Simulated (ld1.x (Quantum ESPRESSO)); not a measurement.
**Before and after: TM potential for In**

- Element: indium (In)
- Generator: ld1.x (Quantum ESPRESSO) 7.5
- Type: norm-conserving Troullier–Martins (Kleinman–Bylander form)
- Functional: PBE
- Relativity: scalar-relativistic
- Frozen core: [Kr]
- Valence charge: 13
- Reference configuration: 4d10 5s1.5 5p1.5
- Partial waves: 5p (bound): rc 2.55 bohr; 4d (bound): rc 1.55 bohr; 5s (bound): rc 2.25 bohr
- Local potential: the s channel
- Core correction: none

All-electron outer shells of the reference configuration (PBE, scalar-relativistic, ld1.x):

| shell | level (eV) | outermost node (bohr) | outermost maximum (bohr) |
| --- | --- | --- | --- |
| 4s | -120.52 | 0.41 | 0.77 |
| 4p | -78.99 | 0.42 | 0.82 |
| 4d | -19.45 | 0.40 | 0.94 |
| 5s | -8.73 | 1.02 | 2.13 |
| 5p | -2.88 | 1.14 | 2.81 |

Change: reference 4d10 5s2 5p1.

Cutoffs: the cutoffs (Ry, on a coarse ladder) from which the occupation-weighted sum of valence levels, in a spherical-Bessel basis at the reference potential, stays within 10 and 1 mRy of its value at 400 Ry; they do not see the model core or the augmentation charge, which bear on the density cutoff. Errors are all-electron minus pseudo energies relative to the spin-unpolarised reference configuration.

Task: What does the change do?

Result: The potential gets softer (80 Ry and 140 Ry → 80 Ry and 120 Ry); neither file shows a bound ghost.

| quantity | base | changed |
| --- | --- | --- |
| cutoff, loose | 80 Ry | 80 Ry |
| cutoff, tight | 140 Ry | 120 Ry |
| bound ghosts | none | none |
| largest error over its own tests, meV | +60 | -263 |
| s: phases at 2.76 bohr within 0.05 rad from the reference energy up to (Ry; the scan ends near 5) | 2.3 | 2.3 |
| p: phases at 2.76 bohr within 0.05 rad from the reference energy up to (Ry; the scan ends near 5) | 3.3 | 3.4 |
| d: phases at 2.76 bohr within 0.05 rad from the reference energy up to (Ry; the scan ends near 5) | 0.4 | 0.5 |
